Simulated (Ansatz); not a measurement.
Reaction (hydrogenolysis of a Ge–Si bond): `[SiH3][GeH]([SiH3])[SiH3]` + H₂ → `[SiH3][GeH2][SiH3]` + SiH₄

Calculated with Ansatz (gas phase, PBE0-D4/def2-TZVP geometries, no zero-point term in ΔE). CCSD(T)/CBS adds triple-zeta CCSD(T) − MP2 to the extrapolated MP2 energy (def2 sets, frozen cores). This one scheme is used for every species. Functionals use def2-TZVPP. B3LYP here is the variant with VWN-RPA as its local correlation; programs differ in this. For Ge outer-core shells are correlated without core-valence functions, which leaves a few kJ/mol of doubt a bond. Scalar relativity is left out up to krypton.

(1) Is it downhill or uphill in electronic energy at CCSD(T)/CBS, and by how much? (Estimate.)

(2) What do these levels give: PBE0-D4, B3LYP-D4, r2SCAN0-D4, ωB97X-V, ωB97M-V, B2PLYP, PBE-QIDH, revPBE, r2SCAN, PBE0, CAM-B3LYP, MP2/CBS(def2)? (Best estimate.)

Largest T1 diagnostic among the species: 0.012.

Results:

(1) Ansatz gave: Uphill: ΔE = +9.3 kJ/mol.

(2) Computed: PBE0-D4 12.7, B3LYP-D4 6.4, r2SCAN0-D4 8.8, ωB97X-V 1.8, ωB97M-V 3.4, B2PLYP -1.6, PBE-QIDH 6.5, revPBE 6.3, r2SCAN 8.8, PBE0 4.8, CAM-B3LYP -11.0, MP2/CBS(def2) 15.8 kJ/mol.

From r2SCAN to r2SCAN0 (25 % exact exchange), in def2-TZVPP and without D4, ΔE moves by −3.1 kJ/mol. The D4 term adds +13.6 kJ/mol with B3LYP and +7.9 kJ/mol with PBE0; it sums over pairs of atoms, weighted by their polarisabilities, and B3LYP, whose exchange is more repulsive, gets the larger term. At CCSD(T), def2-SVP lies −16.2 kJ/mol from the extrapolated value and def2-TZVPP −4.9 kJ/mol.
